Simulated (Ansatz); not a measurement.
One change: `N#[C][In]([Cl])[Cl]` becomes `[SiH3][O][In]([Cl])[Cl]`.

Ansatz, PBE0-D4/def2-TZVP geometries, multiplicity 1. Each molecule was computed in one conformer, which needn't be the lowest.

Elements past krypton have def2 core potentials.

```
                                        property  `N#[C][In]([Cl])[Cl]`
         HOMO–LUMO gap (ωB97M-V/def2-TZVPP) / eV                  11.01
           HOMO energy (ωB97M-V/def2-TZVPP) / eV                 -11.94
size of the dipole moment (B3LYP/def2-TZVPP) / D                   1.84
              LUMO energy (PBE0/def2-TZVPP) / eV                  -2.66
             HOMO energy (B3LYP/def2-TZVPP) / eV                  -9.38
            HOMO–LUMO gap (PBE0/def2-TZVPP) / eV                   7.01
```

(1) Give the same properties after the change, and the shifts. (An estimate is asked.)

Results:

(1) The calculation gave: 
```
                                        property  `[SiH3][O][In]([Cl])[Cl]`  shift
         HOMO–LUMO gap (ωB97M-V/def2-TZVPP) / eV                      10.32  -0.69
           HOMO energy (ωB97M-V/def2-TZVPP) / eV                     -11.11   0.83
size of the dipole moment (B3LYP/def2-TZVPP) / D                       0.28  -1.56
              LUMO energy (PBE0/def2-TZVPP) / eV                      -2.74  -0.08
             HOMO energy (B3LYP/def2-TZVPP) / eV                      -8.60   0.78
            HOMO–LUMO gap (PBE0/def2-TZVPP) / eV                       6.07  -0.94
```

With PBE0 the HOMO rises by 0.86 eV and the LUMO falls by 0.08 eV, so the gap narrows by about 0.94 eV. PBE moves the HOMO by 0.84 eV and ωB97M-V by 0.83 eV. Dipoles are sizes alone; their direction can turn.

B3LYP here is the variant with VWN-RPA as its local correlation; programs differ in this.
